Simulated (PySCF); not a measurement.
# ECD: SMILES C[C@H]1C[SiH2]O[Si@@H]1[SiH3], C₃H₁₂OSi₃

Geometry (Å), atoms numbered from 1 in this order:
```xyz
19

C    -1.7136    1.0071    1.0130
C    -0.8330   -0.0085    0.2939
C    -1.4305   -0.4366   -1.0573
Si   -0.0120   -1.1339   -2.1194
O     1.2389   -0.3632   -1.3966
Si    0.9737    0.5557   -0.0537
Si    2.5445   -0.0385    1.5094
H    -1.8099    1.9171    0.4236
H    -1.2825    1.2719    1.9769
H    -2.7128    0.6064    1.1843
H    -0.7789   -0.9049    0.9258
H    -1.8441    0.4460   -1.5524
H    -2.2634   -1.1258   -0.9108
H    -0.0344   -0.6934   -3.5079
H     0.2241   -2.5632   -1.9403
H     0.9537    1.9454   -0.5425
H     2.5943   -1.4677    1.8413
H     2.2661    0.6578    2.7716
H     3.9101    0.3376    1.1339
```

Theory: TDDFT CAM-B3LYP/def2-SVPD circular dichroism and optical rotation, one conformer, gas phase (PySCF 2.14.0). Geometry: GFN2-xTB.

Problem. Assign R or S to each stereocentre.

Solution. C2 S, Si6 R.

Problem. List the lowest 12 singlet excitations with oscillator and rotatory strengths.

Solution. Rotatory strengths R in 10⁻⁴⁰ esu² cm², velocity form and length form (origin at the centre of mass); f in length form.
| state | E (eV) | λ (nm) | f | R (velocity) | R (length) | main |
| --- | --- | --- | --- | --- | --- | --- |
| 1 | 6.48 | 191 | 0.029 | -20.4 | -16.7 | HOMO→LUMO 0.89 |
| 2 | 6.74 | 184 | 0.011 | -13.0 | -13.8 | HOMO−1→LUMO 0.87 |
| 3 | 7.04 | 176 | 0.035 | +20.8 | +19.5 | HOMO→LUMO+1 0.71, HOMO→LUMO+3 0.13 |
| 4 | 7.27 | 170 | 0.019 | -26.4 | -24.9 | HOMO−1→LUMO+1 0.62, HOMO→LUMO+1 0.15 |
| 5 | 7.38 | 168 | 0.011 | -41.8 | -40.1 | HOMO−2→LUMO 0.65, HOMO−2→LUMO+2 0.11 |
| 6 | 7.63 | 163 | 0.004 | +1.8 | +3.1 | HOMO→LUMO+2 0.31, HOMO−1→LUMO+2 0.23 |
| 7 | 7.75 | 160 | 0.007 | -34.0 | -34.0 | HOMO→LUMO+2 0.27, HOMO−1→LUMO+2 0.15 |
| 8 | 7.84 | 158 | 0.329 | -55.1 | -54.6 | HOMO→LUMO+3 0.43, HOMO→LUMO+2 0.20 |
| 9 | 7.90 | 157 | 0.020 | +10.8 | +11.4 | HOMO−2→LUMO+1 0.43, HOMO→LUMO+2 0.10 |
| 10 | 8.06 | 154 | 0.011 | +18.7 | +17.9 | HOMO−1→LUMO+3 0.20, HOMO−2→LUMO+3 0.13 |
| 11 | 8.08 | 153 | 0.020 | +53.8 | +51.2 | HOMO−2→LUMO+1 0.29, HOMO−1→LUMO+3 0.26 |
| 12 | 8.18 | 152 | 0.014 | +7.6 | +5.8 | HOMO−2→LUMO+2 0.14, HOMO→LUMO+4 0.12 |

Among the states computed, the strongest CD band (largest |R|) is state 8. The largest dissymmetry factor in size, g = 4R/(D+G), with D and G the electric and magnetic dipole strengths, is -0.058 for state 7 (velocity form, f = 0.007), among bands with |R| over 0.5. The mirror image has the same energies and oscillator strengths and all R with the opposite sign.
